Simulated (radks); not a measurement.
Results of a calculation; reference values are marked as such.
Ionisation of Al, [Ne] 3s2 3p1, to Al+, [Ne] 3s2, under several functionals. Dirac Kohn-Sham, spin-unpolarised, spherical densities, finite nucleus; open shells fill j = l - 1/2 first; a radial shooting solver on a logarithmic mesh with Libxc functionals.

| functional | E(Al) (hartree) | Exc (hartree) | IE (eV) | -e(HOMO) (eV) | <r> HOMO (bohr) | IE error (eV) |
|---|---|---|---|---|---|---|
| PBEsol | -242.19662 | -17.92678 | 5.747 | 2.696 | 3.429 | -0.239 |
| OLYP | -242.82291 | -18.59328 | 5.633 | 2.573 | 3.509 | -0.353 |
| LDA (Slater exchange, Perdew-Wang correlation) | -241.76654 | -17.47882 | 5.852 | 2.790 | 3.435 | -0.134 |
| AM05 | -241.87344 | -17.59121 | 5.723 | 2.673 | 3.433 | -0.262 |
| exchange-only PBE | -242.23939 | -17.96786 | 5.122 | 2.140 | 3.657 | -0.864 |
| HCTH/407 | -242.83355 | -18.60808 | 5.893 | 2.857 | 3.525 | -0.093 |

NIST Atomic Spectra Database: 5.986 eV (measured). Closest: HCTH/407. The Delta-SCF values span 0.77 eV, the total energies 1.07 hartree. The highest occupied level is 3p1/2. Spin polarisation and multiplet splitting are left out, so open shells lie too high by an amount that depends on their filling.

Beside tabulated values, note that spin-unpolarised runs miss the spin-polarisation part of the exchange energy of open shells.
